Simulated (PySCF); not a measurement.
Input for PySCF: R-B3LYP/6-31G* on H2Se (SMILES [SeH2]) with ghost functions, monomers drawn apart or pushed together.

```python
from pyscf import gto, scf, dft, mp
from pyscf.data.elements import chemcore

mol = gto.M(
    atom='''
    Se    0.17787129    0.18643632    5.74438018
    H    -0.24727124   -0.52109273    6.96525762
    H     0.96257510   -0.96121493    5.27795165
    ghost-N   -1.09438581   -0.41701169    0.19488816
    ghost-C    0.17476864   -0.31409176   -0.25772230
    ghost-O    1.15684880   -0.19003412    0.44470138
    ghost-H   -1.26773666   -0.38533571    1.19083245
    ghost-H   -1.86450114   -0.51025516   -0.44307836
    ghost-H    0.24062549   -0.35618308   -1.36008606
    ''',
    basis='6-31g*',
    cart=True,
    charge=0, spin=0, verbose=3, max_memory=1800)
mf = dft.RKS(mol, xc='b3lyp')
mf.conv_tol = 1e-8
mf.max_cycle = 100
mf.kernel()
if not mf.converged:
    mf = mf.newton().run(mf.mo_coeff, mf.mo_occ)
```

Output:

```
converged SCF energy = -2402.48945370918
```

The calculation finished and met its thresholds.

Cost: very roughly 5 core-seconds.
